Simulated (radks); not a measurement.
Spin polarisation of the 4f5 shell in Pm2+. Start: [Xe] 4f(up 2.5, down 2.5); electrons of 4f are moved from spin down to spin up, other shells keep equal spins. Calculated with a radial shooting solver on a logarithmic mesh with Libxc functionals: non-relativistic Kohn-Sham, r2SCAN, spin-polarised, spherical densities, point nucleus; meta-GGA in the generalised Kohn-Sham scheme.

| moment (Bohr magnetons) | E - E(0) (eV) | e(4f up) (eV) | e(4f down) (eV) | 5p down minus up (eV) | 5s down minus up (eV) | 4d down minus up (eV) |
|---|---|---|---|---|---|---|
| 0 | 0.000 | -17.468 | -17.468 | 0.000 | 0.000 | 0.000 |
| 1 | -0.240 | -17.923 | -16.962 | 0.362 | 0.469 | 1.068 |
| 2 | -0.960 | -18.328 | -16.408 | 0.727 | 0.940 | 2.135 |
| 3 | -2.160 | -18.680 | -15.803 | 1.096 | 1.416 | 3.200 |
| 4 | -3.837 | -18.978 | -15.147 | 1.474 | 1.900 | 4.261 |
| 5 | -5.989 | -19.216 | -14.438 | 1.861 | 2.395 | 5.317 |

At moment 5 the spin-polarisation energy is -5.989 eV and the 4f exchange splitting 4.778 eV, that is 0.956 eV per Bohr magneton; E = -I m^2/4 would give I = 0.958 eV.
